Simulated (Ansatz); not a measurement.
The cluster K2I, relaxed as a quartet with UKS r2SCAN-D4/def2-TZVP in Ansatz, starting from the r2SCAN-D4/def2-TZVP geometry of the neutral doublet. Force threshold 0.02 eV/Å.

In the def2 sets I takes a core potential; there is no spin–orbit coupling. In the quartet geometry the species has come apart into loosely held pieces. The relaxation made no stability test and no search for a lower SCF solution. At r2SCAN-D4/def2-TZVP a doublet of charge 0 lies 4.14 eV below the quartet, each at its own geometry. The structure comes from a short search, and lower isomers may exist.

Start:

```xyz
3

K     1.0955   -1.1137   -1.5714
K     0.6040    1.3541    1.6465
I    -1.6995   -0.2404   -0.0750
```

```json
{"step": "1", "energy (eV)": "-40749.5950", "largest force component (eV/Å)": "0.817", "SCF passes": "16"}
{"step": "2", "energy (eV)": "-40749.7479", "largest force component (eV/Å)": "0.588", "SCF passes": "20"}
{"step": "3", "energy (eV)": "-40749.9633", "largest force component (eV/Å)": "0.275", "SCF passes": "22"}
{"step": "4", "energy (eV)": "-40750.0726", "largest force component (eV/Å)": "0.125", "SCF passes": "23"}
{"step": "5", "energy (eV)": "-40750.1487", "largest force component (eV/Å)": "0.176", "SCF passes": "20"}
{"step": "6", "energy (eV)": "-40750.1896", "largest force component (eV/Å)": "0.029", "SCF passes": "20"}
{"step": "7", "energy (eV)": "-40750.1918", "largest force component (eV/Å)": "0.024", "SCF passes": "22"}
{"step": "8", "energy (eV)": "-40750.1977", "largest force component (eV/Å)": "0.011", "SCF passes": "21"}
{"step": "9", "energy (eV)": "-40750.1998", "largest force component (eV/Å)": "0.002", "SCF passes": "21"}
{"step": "10", "energy (eV)": "-40750.1998", "largest force component (eV/Å)": "0.001", "SCF passes": "23"}
```

Force components are those of the run's own axes.

End:

```xyz
3

K     1.7290   -1.3792   -1.9968
K     1.0999    1.7793    2.1218
I    -2.8289   -0.4002   -0.1250
```

Bonds lost: K1–I3, K2–I3 (atoms count from 1). Metal–metal contacts that move far: K1–K2 4.08 to 5.23 Å. The end holds 2 separate pieces.

The force fell under the threshold at step 8, but the optimiser went on and released 0.002 eV more. No frequencies were taken in this run, so the end may be a saddle point.

Run time 28 s (4 threads of Arm Neoverse V1 on a shared host).
